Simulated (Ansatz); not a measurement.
Reaction (formal exchange of groups at the Si–Si bond): `F[SiH](F)[SiH](Cl)Cl` + GeH₄ → `F[SiH](F)[GeH3]` + dichlorosilane

Gas-phase electronic energies from Ansatz, PBE0-D4/def2-TZVP geometries. CCSD(T)/CBS is the MP2 limit (def2-TZVPP, def2-QZVPP) plus CCSD(T) − MP2 in def2-TZVPP, frozen cores. For Ge outer-core shells are correlated without core-valence functions, which leaves a few kJ/mol of doubt a bond. Scalar relativity is left out up to krypton. Each species was taken in one conformer, which may not be the lowest.

`F[SiH](F)[SiH](Cl)Cl`:

Cartesian coordinates in Å:
```
F -0.553 0.132 2.233
Si -0.239 0.827 0.839
F 1.015 1.781 1.054
Si 0.313 -0.823 -0.735
Cl 0.722 0.129 -2.501
Cl -1.328 -2.027 -0.958
H -1.401 1.658 0.457
H 1.470 -1.676 -0.389
```

GeH₄:

Z-matrix (Å, degrees):
```
Ge
H 1 1.534
H 1 1.534 2 109.5
H 1 1.534 2 109.5 3 -120.0
H 1 1.534 2 109.5 3 120.0
```

`F[SiH](F)[GeH3]`:

Z-matrix (Å, degrees):
```
Si
F 1 1.592
Ge 1 2.377 2 109.5
F 1 1.592 2 107.0 3 118.6
H 1 1.481 2 107.4 3 -126.4
H 3 1.536 1 109.5 2 179.0
H 3 1.536 1 109.5 2 -61.7
H 3 1.534 1 110.3 2 58.6
```

`Cl[SiH2]Cl`:

Cartesian coordinates in Å:
```
Cl -0.881 -0.705 1.607
Si 0.125 -0.048 -0.042
Cl -0.951 1.403 -0.990
H 0.297 -1.183 -0.969
H 1.410 0.532 0.394
```

```
               species  CCSD/def2-SVP energy (Eh)
`F[SiH](F)[SiH](Cl)Cl`                -1697.35324
                  GeH₄                -2077.68017
     `F[SiH](F)[GeH3]`                -2565.82782
          `Cl[SiH2]Cl`                -1209.21386
```

(1) Work out ΔE.

Largest T1 diagnostic among the species: 0.012.

Results:

(1) ΔE = (-2565.82782) + (-1209.21386) − (-1697.35324) − (-2077.68017) = -0.00827 Eh = -21.7 kJ/mol. CCSD(T)/CBS gives -23.2 kJ/mol.

Leaving LDA and LC-ωPBE aside and taking each functional with its dispersion term where it has one, the values, not all of them listed here, spread over 11.1 kJ/mol, from B2PLYP to revPBE-D4. The D4 term adds +6.2 kJ/mol with B3LYP and +3.6 kJ/mol with PBE0; it sums over pairs of atoms, weighted by their polarisabilities, and B3LYP, whose exchange is more repulsive, gets the larger term.

B3LYP here is the variant with VWN-RPA as its local correlation; programs differ in this.
